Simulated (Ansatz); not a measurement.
Input file for Ansatz (a quantum-chemistry and plane-wave program): U-r2SCAN/cc-pVTZ on FGaH2 (SMILES [F][GaH2]), a point of a bond scan (R = 1.416 Å).

Ansatz 0.2 input:
```yaml
crystal:
  periodic: [false, false, false]
  atoms:
    - {symbol: Ga, position_ang: [-0.15314797, -0.29827289, 0.09911006]}
    - {symbol: H, position_ang: [0.62376958, -1.05783376, 1.21321406]}
    - {symbol: H, position_ang: [-1.47626948, -0.60250567, -0.66151679]}
    - {symbol: F, position_ang: [0.46715590, 0.90983866, -0.30232102]}
basis:
  gaussian:
    orbitals: cc-pVTZ
hamiltonian:
  xc: {name: r2SCAN}
magnetization: {spin_polarized: true, initial_magnetization: 0}
```

Output:

```
WARN ansatz: RAYON_NUM_THREADS=1 ignored (pool sized by the plan → 1); use --threads N
Functional definition: r2SCAN
integrals: 0.03 GiB planned
629 factors; their error is unknown
mean field: 0.32 GiB planned
mean field evaluation 1: about -55122.9093 eV, gradient 3.4e1 eV
mean field evaluation 2: about -55115.1700 eV, gradient 6.3e1 eV
mean field evaluation 4: about -55125.8221 eV, gradient 2.7e0 eV
mean field evaluation 8: about -55125.8092 eV, gradient 1.9e-2 eV
mean field -55125.80917767 eV, -2025.8361216637 hartree, gradient 7.7e-6 eV, S^2 0.000000; 0 other end points of the search recorded, 0 dependent functions left out
reference -55125.80919325 eV, -2025.8361222364 hartree; 21, 21 occupied and 80, 80 virtual orbitals, 629 factors
Total energy: -55125.80919325 eV, -2025.8361222364 hartree
```

The run converged.

Cost: about 6 core-seconds (a rough figure).
